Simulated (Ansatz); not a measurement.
```xyz
11

O    -0.8000    0.2560   -1.3363
C     0.2629    0.1229   -0.4215
O     1.0284    1.2654   -0.3393
O     1.0564   -0.9155   -0.9208
Si   -0.3541   -0.3327    1.3315
F    -1.5364    0.6833    1.7139
H    -1.3810    0.9577   -1.0232
H     1.4548    1.3889   -1.1993
H     0.4813   -1.5031   -1.4226
H    -0.9293   -1.6974    1.2720
H     0.7170   -0.2255    2.3456
```

Charge 0, multiplicity 1.

Question: List the PBE0/def2-TZVPP orbital energies in eV (the Gaussian-basis code of Ansatz). (Estimate.)

Answer: The calculation gave: Occupied: -1803.54, -673.90, -523.43, -523.39, -523.30, -282.32, -145.79, -100.51, -100.42, -100.42, -33.26, -31.35, -28.72, -28.59, -18.98, -16.53, -15.88, -15.49, -13.85, -12.97, -12.76, -12.45, -11.81, -11.21, -10.39, -10.01, -9.73, -8.95, -7.99. Lowest empty: 0.10, 0.84, 1.40, 1.63, 1.97, 2.38, 2.81, 4.23.
